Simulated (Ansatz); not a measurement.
One change: `[CH3][GeH]([F])[Cl]` becomes `[CH3][GeH]([F])[SiH2]F`.

Ansatz, PBE0-D4/def2-TZVP geometries, multiplicity 1. Each molecule was computed in one conformer, which needn't be the lowest.

Scalar relativity is left out up to krypton.

```
                               property  `[CH3][GeH]([F])[Cl]`
     LUMO energy (PBE0/def2-TZVPP) / eV                   0.19
  LUMO energy (ωB97M-V/def2-TZVPP) / eV                   2.15
HOMO–LUMO gap (ωB97M-V/def2-TZVPP) / eV                  13.27
   HOMO–LUMO gap (PBE0/def2-TZVPP) / eV                   9.09
    HOMO–LUMO gap (PBE/def2-TZVPP) / eV                   6.68
  HOMO–LUMO gap (B3LYP/def2-TZVPP) / eV                   8.50
```

Task: What does the change do to each property? (Best estimate.)

Result: Computed: 
```csv
property,`[CH3][GeH]([F])[SiH2]F`,shift
LUMO energy (PBE0/def2-TZVPP) / eV,-0.75,-0.94
LUMO energy (ωB97M-V/def2-TZVPP) / eV,1.00,-1.15
HOMO–LUMO gap (ωB97M-V/def2-TZVPP) / eV,11.22,-2.05
HOMO–LUMO gap (PBE0/def2-TZVPP) / eV,7.42,-1.67
HOMO–LUMO gap (PBE/def2-TZVPP) / eV,5.33,-1.35
HOMO–LUMO gap (B3LYP/def2-TZVPP) / eV,7.02,-1.48
```

With PBE0 the HOMO rises by 0.73 eV and the LUMO falls by 0.94 eV, so the gap narrows by about 1.67 eV. PBE moves the HOMO by 0.58 eV and ωB97M-V by 0.90 eV.

B3LYP here is the variant with VWN-RPA as its local correlation; programs differ in this.
